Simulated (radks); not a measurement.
Question: All-electron atom: the osmium ion Os57+ in [Ar] 3d1. Calculated with a radial shooting solver on a logarithmic mesh with Libxc functionals: scalar-relativistic Kohn-Sham, PBE, spin-polarised, spherical densities, point nucleus; open shells are filled with parallel spins first (spin-orbit coupling, left out, can overturn this in heavy ions). Some entries of the table are withheld. Estimate them.

orbital  occ.  eigenvalue (hartree)  <r^2> (bohr^2)
1s up       1             -2867.431       0.0004331
1s down     1             -2867.429       0.0004331
2s up       1             -621.5420        0.006529
2s down     1             -621.3133        0.006526
2p up       3             -561.1249        0.005416
2p down     3             -560.9434        0.005412
3s up       1             -240.0036         0.03784
3s down     1             -239.7473         0.03788
3p up       3             -222.1553         0.03744
3p down     3             -221.8935         0.03749
3d up       1             -205.8633         0.02938
3d down     0             -205.5229         0.02943
4s up       0             -125.0431          0.1339
4s down     0             -124.9493          0.1340
4p up       0                   (1)          0.1379
4p down     0                   (2)          0.1381
4d up       0             -111.2313          0.1283
4d down     0             -111.1264          0.1285

Answer: 
(1) 4p up eigenvalue (hartree): -117.8779
(2) 4p down eigenvalue (hartree): -117.7837
